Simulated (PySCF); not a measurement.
2-methylidene-3H-selenophene (C5H6Se), SMILES C=C1CC=C[Se]1.

Coordinates come from a PBE-D3(BJ)/def2-SVP optimisation. The values are those of a single conformer.

The numbers are results of PBE/def2-TZVP run with PySCF, not measurements.

Symmetry labels are those of the subgroup Cs that the program uses (full group Cs).

Computed valence orbital energies around the gap with their symmetry:
```json
[
 {"orbital": "HOMO−7", "symmetry": "A'", "energy (eV)": "-10.58"},
 {"orbital": "HOMO−6", "symmetry": "A'", "energy (eV)": "-9.71"},
 {"orbital": "HOMO−5", "symmetry": "A'", "energy (eV)": "-9.51"},
 {"orbital": "HOMO−4", "symmetry": "A'", "energy (eV)": "-8.23"},
 {"orbital": "HOMO−3", "symmetry": "A'", "energy (eV)": "-7.76"},
 {"orbital": "HOMO−2", "symmetry": "A\"", "energy (eV)": "-7.52"},
 {"orbital": "HOMO−1", "symmetry": "A\"", "energy (eV)": "-6.84"},
 {"orbital": "HOMO", "symmetry": "A\"", "energy (eV)": "-4.70"},
 {"orbital": "LUMO", "symmetry": "A\"", "energy (eV)": "-1.23"},
 {"orbital": "LUMO+1", "symmetry": "A'", "energy (eV)": "-0.95"},
 {"orbital": "LUMO+2", "symmetry": "A\"", "energy (eV)": "-0.72"},
 {"orbital": "LUMO+3", "symmetry": "A'", "energy (eV)": "0.42"}
]
```
